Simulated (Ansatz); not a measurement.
Sn2F5⁻, relaxed as a singlet with RKS B3LYP-D4/def2-SVPD in Ansatz, starting from the GFN2-xTB geometry. Force threshold 0.02 eV/Å.

In the def2 sets Sn takes a core potential; there is no spin–orbit coupling. The structure comes from a short search, and lower isomers may exist.

Start:

```csv
atom,x (Å),y (Å),z (Å)
Sn1,2.2282,0.5134,0.6074
Sn2,-2.3302,-0.2743,-0.5088
F3,-2.7832,1.6063,-1.5082
F4,-3.1358,-1.8326,-1.7994
F5,0.0811,-0.4393,-0.0995
F6,3.9042,-0.8779,0.6845
F7,2.0357,1.3043,2.6241
```

```json
{"step": "1", "energy (eV)": "-25250.3055", "largest force component (eV/Å)": "1.161", "SCF passes": "15"}
{"step": "2", "energy (eV)": "-25250.9603", "largest force component (eV/Å)": "0.429", "SCF passes": "25"}
{"step": "3", "energy (eV)": "-25251.2806", "largest force component (eV/Å)": "0.421", "SCF passes": "25"}
{"step": "4", "energy (eV)": "-25251.4887", "largest force component (eV/Å)": "0.202", "SCF passes": "19"}
{"step": "5", "energy (eV)": "-25251.6141", "largest force component (eV/Å)": "0.169", "SCF passes": "19"}
{"step": "6", "energy (eV)": "-25251.6742", "largest force component (eV/Å)": "0.053", "SCF passes": "19"}
{"step": "7", "energy (eV)": "-25251.6803", "largest force component (eV/Å)": "0.021", "SCF passes": "21"}
{"step": "8", "energy (eV)": "-25251.6835", "largest force component (eV/Å)": "0.044", "SCF passes": "21"}
{"step": "9", "energy (eV)": "-25251.6950", "largest force component (eV/Å)": "0.135", "SCF passes": "19"}
{"step": "10", "energy (eV)": "-25251.7026", "largest force component (eV/Å)": "0.190", "SCF passes": "19"}
{"step": "11", "energy (eV)": "-25251.7103", "largest force component (eV/Å)": "0.171", "SCF passes": "20"}
{"step": "12", "energy (eV)": "-25251.7188", "largest force component (eV/Å)": "0.095", "SCF passes": "19"}
{"step": "13", "energy (eV)": "-25251.7214", "largest force component (eV/Å)": "0.123", "SCF passes": "19"}
{"step": "14", "energy (eV)": "-25251.7222", "largest force component (eV/Å)": "0.050", "SCF passes": "22"}
{"step": "15", "energy (eV)": "-25251.7236", "largest force component (eV/Å)": "0.014", "SCF passes": "21"}
```

Force components are those of the run's own axes.

End:

```xyz
7

Sn    1.7080    0.6873   -0.0254
Sn   -1.8349   -0.3367    0.1530
F    -1.3823    1.4102   -0.7927
F    -2.5404   -1.2718   -1.5108
F     0.2221   -0.8949   -0.3059
F     3.0637   -0.6275    0.7365
F     0.7637    1.0333    1.7453
```

By distances, no bond broke or formed. The bond that changes most is Sn2–F5, from 2.45 to 2.18 Å (atoms count from 1). The end is the same structure that another start reached, the lowest one found.

No frequencies were taken in this run, so the end may be a saddle point.

Run time 34 s (4 threads of Intel Xeon 6975P-C on a shared host), peak host memory 0.63 GiB.
